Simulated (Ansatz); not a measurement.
Input for Ansatz (a program for electronic structure): R-CCSD(T)/aug-cc-pVTZ on BeBrH (SMILES [BeH][Br]), atoms moved off the minimum. The run froze 15 orbitals, filled d shells among them.

Ansatz 0.2 input:
```yaml
crystal:
  periodic: [false, false, false]
  atoms:
    - {symbol: Be, position_ang: [0.18766166, -0.09833343, -1.65400123]}
    - {symbol: H, position_ang: [0.08112588, 0.03337398, -3.11146676]}
    - {symbol: Br, position_ang: [-0.05946472, 0.37544632, 0.37876640]}
basis:
  gaussian:
    orbitals: aug-cc-pVTZ
magnetization: {spin_polarized: false}
correlation: {method: ccsd_t, electrons: outside_noble_gas}
scf: {lower_state_search: off}
output: {forces: true}
```

### Question
Predict the final total energy.

### Answer
-2587.9797 hartree (reference determinant -2587.7350, T1 diagnostic 0.010).

### Question
How many basis functions does it have, and what does it roughly cost on one machine?

### Answer
128 functions; roughly 30 core-seconds.
